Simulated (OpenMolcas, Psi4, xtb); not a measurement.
How methods differ on C2H5FOSi (SMILES FC1CO[SiH2]1)

C2H5FOSi has 10 atoms, charge 0, and is taken as a singlet. SMILES: `FC1CO[SiH2]1`. The coordinates come from a PBE0-D4/def2-TZVP relaxation.

```tsv
atom	x (Å)	y (Å)	z (Å)
F	-1.8204	-0.3278	-0.8109
C	-0.8761	-0.0831	0.1669
C	0.2907	-1.0898	0.1533
O	1.4299	-0.2164	-0.0119
Si	0.5103	1.1621	-0.2068
H	-1.3905	-0.0238	1.1278
H	0.1973	-1.7734	-0.6955
H	0.4008	-1.6651	1.0760
H	0.8208	2.2287	0.7804
H	0.5202	1.7373	-1.5763
```

Each level gives the dipole moment (D). The values are calculated.

```json
{"level": "GFN1-xTB", "kind": "semi-empirical", "program": "xtb", "value (D)": "1.54"}
{"level": "HF/def2-SVP", "kind": "Hartree–Fock", "program": "OpenMolcas", "value (D)": "1.48"}
{"level": "SVWN5/def2-SVP", "kind": "LDA", "program": "OpenMolcas", "value (D)": "1.14"}
{"level": "revPBE/def2-SVP", "kind": "GGA", "program": "OpenMolcas", "value (D)": "1.10"}
{"level": "M06-L/def2-SVP", "kind": "meta-GGA", "program": "OpenMolcas", "value (D)": "1.19"}
{"level": "TPSS/def2-SVP", "kind": "meta-GGA", "program": "OpenMolcas", "value (D)": "1.14"}
{"level": "B3LYP/def2-SVP", "kind": "global hybrid", "program": "OpenMolcas", "value (D)": "1.20"}
{"level": "CAM-B3LYP/def2-SVP (density fitting)", "kind": "range-separated hybrid", "program": "Psi4", "value (D)": "1.24"}
```

The values span 1.10 to 1.54 D. Magnitudes only.
